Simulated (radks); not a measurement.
Ca I, configuration [Ar] 4s2.

Calculated with a radial shooting solver on a logarithmic mesh with Libxc functionals: non-relativistic Kohn-Sham, LDA (Slater exchange, Perdew-Wang correlation), spin-polarised, spherical densities, point nucleus.

Energy parts (eV):
| part | energy |
|---|---|
| total | -18387.694 |
| kinetic | 18358.296 |
| electron-nucleus | -43577.865 |
| Hartree | 7760.743 |
| exchange-correlation | -928.869 |

Orbitals (lengths in bohr, moments of r in powers of bohr; r(max) is where P^2 peaks):
orbital  occ.  eigenvalue (eV)   <1/r>   r(max)
1s          2        -3916.673   19.49  0.05092
2s          2        -409.4404   3.994   0.3029
2p          6        -334.2955   3.931   0.2474
3s          2         -46.4253   1.203   0.9986
3p          6         -28.0375   1.077    1.048
4s          2          -3.8495  0.3256    3.340

The highest occupied level is 4s at -3.850 eV. The electron density at the nucleus is 5294 e/bohr^3. Virial ratio -V/T = 2.00160.
